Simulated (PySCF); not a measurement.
C5H5F3Si.
SMILES: `F[Si](F)(F)C1=CCC=C1`

Method: PySCF, TDDFT CAM-B3LYP/def2-SVPD, vertical, gas phase, core orbitals frozen in the response. Isolated species at its GFN2-xTB geometry, gas phase. Torsions of this conformer, `[F:1][Si:2]([F:3])([F:4])[C:5]1=[CH:6][CH2:7][CH:8]=[CH:9]1`: F1–Si2–C5–C6 140°.

Problem. Predict the UV-vis stick spectrum at this level.

Solution. 

```json
{"state": "S1", "λ (nm)": "245.7", "E (eV)": "5.05", "f": "0.058", "main configurations (H = HOMO, L = LUMO)": "H→L (98%)"}
{"state": "S2", "λ (nm)": "187.0", "E (eV)": "6.63", "f": "0.0001", "main configurations (H = HOMO, L = LUMO)": "H→L+1 (87%)"}
{"state": "S3", "λ (nm)": "182.2", "E (eV)": "6.81", "f": "0.0061", "main configurations (H = HOMO, L = LUMO)": "H→L+3 (51%), H-1→L (44%)"}
{"state": "S4", "λ (nm)": "170.4", "E (eV)": "7.28", "f": "0.0008", "main configurations (H = HOMO, L = LUMO)": "H-2→L (91%)"}
{"state": "S5", "λ (nm)": "167.5", "E (eV)": "7.40", "f": "0.034", "main configurations (H = HOMO, L = LUMO)": "H→L+4 (82%)"}
{"state": "S6", "λ (nm)": "165.2", "E (eV)": "7.51", "f": "0.0054", "main configurations (H = HOMO, L = LUMO)": "H→L+2 (85%)"}
{"state": "S7", "λ (nm)": "159.5", "E (eV)": "7.77", "f": "0.171", "main configurations (H = HOMO, L = LUMO)": "H-3→L (47%), H→L+5 (19%), H-1→L (12%)"}
{"state": "S8", "λ (nm)": "159.1", "E (eV)": "7.79", "f": "0.139", "main configurations (H = HOMO, L = LUMO)": "H-3→L (45%), H→L+5 (27%), H-1→L (10%)"}
```

Triplets (Tamm–Dancoff): T1 3.06 eV, H→L (93%); T2 4.83 eV, H→L+3 (50%), H-1→L (38%); T3 6.43 eV, H-1→L (59%), H→L+3 (33%).

The lowest singlet lies at 5.05 eV (246 nm, ultraviolet) and is of moderate strength; its leading configuration is HOMO→LUMO (98%). The most intense listed level is S7 at 7.77 eV (159 nm, f = 0.171), 2.73 eV above S1. Löwdin shares by element: HOMO carbon 86% or more; LUMO carbon 69% or more (atoms not listed hold the other 31%). The oscillator strengths of these states sum to 0.414; summed over the whole spectrum of an exact calculation they would give the number of electrons, 76 (Thomas–Reiche–Kuhn). Of the 8 states listed, 4 reach f = 0.01 and 1 stays under 0.0005. The listed states span 2.75 eV, and the widest gap between neighbours is 1.58 eV (S1 to S2). Singlets were solved by full linear response, triplets in the Tamm–Dancoff approximation.
